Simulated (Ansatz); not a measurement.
Consider the ligand exchange at the Si–Se bond: `O[SiH]([SiH3])[SeH]` + H₂Te → `O[SiH]([SiH3])[TeH]` + H₂Se.

Program: Ansatz. Geometries: PBE0-D4/def2-TZVP. ΔE: electronic, gas phase. CCSD(T)/CBS is the MP2 limit (def2-TZVPP, def2-QZVPP) plus CCSD(T) − MP2 in def2-TZVPP, frozen cores. DFT in def2-TZVPP. B3LYP here is the variant with VWN-RPA as its local correlation; programs differ in this. def2 core potentials past Kr. For Se, Te outer-core shells are correlated without core-valence functions, which leaves a few kJ/mol of doubt a bond. Scalar relativity is left out up to krypton. Each species was taken in one conformer, which may not be the lowest.

**Question.** Is it downhill or uphill in electronic energy at CCSD(T)/CBS, and by how much? (An estimate is asked.)

**Answer.** Ansatz gave: Nearly level: ΔE = +0.1 kJ/mol.

**Question.** What do these levels give: r2SCAN-D4, ωB97M-V, B2PLYP, r2SCAN, PBE0, B3LYP, HF/def2-TZVPP, MP2/def2-TZVPP, SCS-MP2/def2-TZVPP, HF/def2-QZVPP, SCS-MP2/def2-QZVPP, HF/CBS(def2)? (Best estimate.)

**Answer.** Ansatz gave: r2SCAN-D4 2.2, ωB97M-V 3.8, B2PLYP 3.0, r2SCAN 2.5, PBE0 1.7, B3LYP 4.0, HF/def2-TZVPP 6.6, MP2/def2-TZVPP 0.1, SCS-MP2/def2-TZVPP 2.3, HF/def2-QZVPP 6.2, SCS-MP2/def2-QZVPP 0.2, HF/CBS(def2) 6.2 kJ/mol.

Largest T1 diagnostic among the species: 0.012.
